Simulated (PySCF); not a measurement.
# Electronic structure of Te²⁺ (tellurium, charge +2) at the UHF level

Configuration: [Kr] 4d10 5s2 5p1 6s1, high-spin 3P determinant (an excited configuration). All numbers are calculated (PySCF 2.14, scalar relativity by spin-free X2C-1e, in aug-cc-pwCVTZ-DK3 (10s9p7d4f1g, 109 functions)).

```json
{
 "Total energy": "-6789.191270 hartree",
 "One-electron energy": "-9274.3473 hartree",
 "Hartree (Coulomb) energy": "2659.3143 hartree",
 "Exchange energy": "-174.1583 hartree",
 "⟨S²⟩": "2.0065",
 "⟨L²⟩": "2.584",
 "Sum of ⟨r⟩": "33.20 bohr",
 "Sum of ⟨r²⟩": "55.50 bohr²",
 "Traceless quadrupole moment −½Σ⟨3z² − r²⟩ along its main axis": "-6.68 e·bohr²",
 "Langevin diamagnetic susceptibility": "-44.0 ×10⁻⁶ cm³/mol"
}
```

```csv
shell,electrons,mean orbital energy (hartree),spread (hartree),"rms radius, mean of both spins (bohr)"
1s α,1,-1175.71242,0,0.0319
1s β,1,-1175.70860,0,0.0319
2s α,1,-184.63905,0,0.130
2s β,1,-184.63663,0,0.130
2p α,3,-165.70803,0.00227,0.116
2p β,3,-165.70499,0.00407,0.116
3s α,1,-38.99304,0,0.343
3s β,1,-38.98792,0,0.343
3p α,3,-32.66874,0.00081,0.343
3p β,3,-32.66349,0.00918,0.343
3d α,5,-23.07428,0.00445,0.322
3d β,5,-23.07201,0.00794,0.322
4s α,1,-7.99463,0,0.814
4s β,1,-7.98225,0,0.814
4p α,3,-5.93357,0.00030,0.877
4p β,3,-5.92252,0.02364,0.877
4d α,5,-2.83277,0.01385,1.04
4d β,5,-2.82418,0.02690,1.04
5s α,1,-1.52550,0,2.08
5s β,1,-1.41671,0,2.08
5p α,1,-1.10342,0,2.47
6s α,1,-0.51427,0,4.68
```

The outer electron is Rydberg-like, and this basis confines it to a smaller radius and binds it less than a complete one would.

Densities and radii are taken from the X2C orbitals without a picture-change correction, which distorts them close to the nucleus.

Spin-orbit constants ζ (cm⁻¹) from the X2C one-electron operator on these orbitals: bare nucleus, nucleus screened by l(l+1)(2l+1)/3 electrons, and screened by the Breit-Pauli mean field of the electrons.

| shell | bare | screened nucleus | mean field |
| --- | --- | --- | --- |
| 2p | 1466000 | 1409000 | n/a |
| 3p | 276800 | 266200 | n/a |
| 3d | 41920 | 33860 | n/a |
| 4p | 50310 | 48370 | n/a |
| 4d | 5637 | 4553 | n/a |
| 5p | 5396 | 5188 | n/a |

To first order the Landé constant is A = 2594 cm⁻¹, so the lowest level has J = 0 and lies 0.643 eV below the centre of the term. This holds in LS coupling only.
